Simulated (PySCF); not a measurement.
CH7FN2Si, SMILES CN[Si@@H](F)N.

Geometry: PBE-D3(BJ)/def2-SVP. The structure was generated by enumeration; whether it is a known compound was not checked. Other conformers were not sampled.

Method: PySCF with PBE-D3(BJ)/def2-SVP.

Frequencies are harmonic and unscaled.

Computed vibrational spectrum:
| mode | ν (cm⁻¹) | IR (km/mol) | moving atoms (share of kinetic energy) |
|---|---|---|---|
| 1 | 96 | 3.8 | H 27 %, C 25 %, N 25 %, F 17 % |
| 2 | 153 | 1.0 | H 88 % |
| 3 | 190 | 0.2 | H 35 %, N 35 %, Si 14 %, C 12 % |
| 4 | 221 | 1.4 | H 56 %, F 19 %, N 15 % |
| 5 | 277 | 15.6 | N 38 %, F 28 %, Si 17 %, H 15 % |
| 6 | 326 | 11.8 | H 62 %, N 17 %, F 12 % |
| 7 | 370 | 122.3 | H 76 %, N 18 % |
| 8 | 402 | 70.1 | N 32 %, Si 25 %, H 19 %, C 14 %, F 10 % |
| 9 | 499 | 104.8 | H 85 %, N 12 % |
| 10 | 739 | 61.3 | N 35 %, Si 25 %, H 21 %, F 12 % |
| 11 | 761 | 5.6 | H 70 %, N 17 %, F 11 % |
| 12 | 778 | 20.6 | H 76 %, N 13 %, F 9 % |
| 13 | 838 | 6.9 | H 60 %, F 19 %, Si 10 %, N 8 % |
| 14 | 888 | 206.2 | Si 43 %, N 32 %, H 23 % |
| 15 | 931 | 227.2 | H 44 %, Si 37 %, F 12 % |
| 16 | 1059 | 23.7 | H 81 %, C 11 % |
| 17 | 1105 | 0.1 | H 76 %, C 19 % |
| 18 | 1143 | 99.3 | N 40 %, C 34 %, H 25 % |
| 19 | 1353 | 88.7 | H 60 %, N 28 %, C 11 % |
| 20 | 1399 | 13.8 | H 86 %, C 14 % |
| 21 | 1414 | 4.2 | H 97 % |
| 22 | 1451 | 6.1 | H 95 % |
| 23 | 1483 | 54.7 | H 89 %, N 11 % |
| 24 | 2172 | 152.6 | H 97 % |
| 25 | 2923 | 94.7 | H 97 % |
| 26 | 2984 | 42.3 | H 91 %, C 9 % |
| 27 | 3042 | 15.7 | H 91 %, C 9 % |
| 28 | 3505 | 27.5 | H 96 % |
| 29 | 3512 | 16.8 | H 93 % |
| 30 | 3604 | 26.0 | H 91 %, N 9 % |
